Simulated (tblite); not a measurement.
Compound: C₄H₁₅PSi₂.
Bonds: C1–Si2, Si2–C3, Si2–C4, Si2–C5, C5–P6, P6–Si7. Hydrogens: H8, H9, H10 on C1; H11, H12, H13 on C3; H14, H15, H16 on C4; H17, H18 on C5; H19 on P6; H20, H21, H22 on Si7.

The geometry is computed with GFN2-xTB (gas phase).

Task: Give the optimised bond lengths and angles.

Result: 
| bond | length (pm) | order |
| --- | --- | --- |
| C1–Si2, Si2–C3, Si2–C4 | 190.7 | single |
| Si2–C5 | 191.9 | single |
| C5–P6 | 185.6 | single |
| P6–Si7 | 223.4 | single |
| C1–H8 and 8 like bonds | 108.6 | single |
| C5–H17, C5–H18 | 109.1 | single |
| P6–H19 | 139.2 | single |
| Si7–H20, Si7–H21, Si7–H22 | 146.5 | single |

Bonds in one row agree within 1 pm and their mean is given. Orders are formal, as drawn. A selection of angles:
| angle | degrees |
| --- | --- |
| Si2–C1–H8 | 111.5 |
| Si2–C1–H9 | 110.5 |
| H8–C1–H9 | 107.6 |
| C1–Si2–C3 | 110.7 |
| C1–Si2–C4 | 110.3 |
| C1–Si2–C5 | 108.4 |
| C4–Si2–C5 | 109.8 |
| Si2–C5–P6 | 111.8 |
| Si2–C5–H17 | 111.6 |
| Si2–C5–H18 | 109.7 |
| P6–C5–H17 | 109.7 |
| P6–C5–H18 | 106.2 |
| H17–C5–H18 | 107.6 |
| C5–P6–Si7 | 99.3 |
| C5–P6–H19 | 96.4 |
| Si7–P6–H19 | 95.1 |
| P6–Si7–H20 | 107.2 |
| P6–Si7–H22 | 113.5 |
| H20–Si7–H21 | 110.5 |
| H20–Si7–H22 | 108.3 |

Torsions: C1–Si2–C5–P6 63° (synclinal); Si2–C5–P6–Si7 170° (antiperiplanar). The mirror-image conformer, all signs reversed, is as good.

P6 (three-coordinate phosphorus) is pyramidal (angles 99.3°, 96.4° and 95.1°, sum 290.8°, 0.88 Å off the plane of its three neighbours). Si2 (four-coordinate silicon) is tetrahedral (angles from 107.9° to 110.7°). Si7 (SiH3 silicon) is distorted tetrahedral (angles from 107.2° to 113.5°).

Point group: C1 (no symmetry element, even within 0.4 Å). Its GFN2-xTB frequencies are all real (lowest 30 cm⁻¹). The numbers are those of one conformer.

Time: 2.6 s wall. Hardware: one thread, Intel Xeon Platinum 8375C at 2.90 GHz (x86_64) (shared host). That covers the optimisation of the geometry.
